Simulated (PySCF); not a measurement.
An element was calculated at r2SCAN (PySCF 2.14, ECP, a quadruple-zeta basis, no spin-orbit coupling), in the ground configurations that NIST lists.

| Item | Value |
| --- | --- |
| electron affinity | 0.498 eV |
| first ionisation energy | 5.717 eV |
| second ionisation energy | 18.803 eV |
| third ionisation energy | 28.380 eV |

Which element is it?

Indium (In, Z = 49), in def2-QZVPPD with the def2 core potential (28 electrons). NIST lists 5.786, 18.870, 28.044 eV for these ionisation energies.
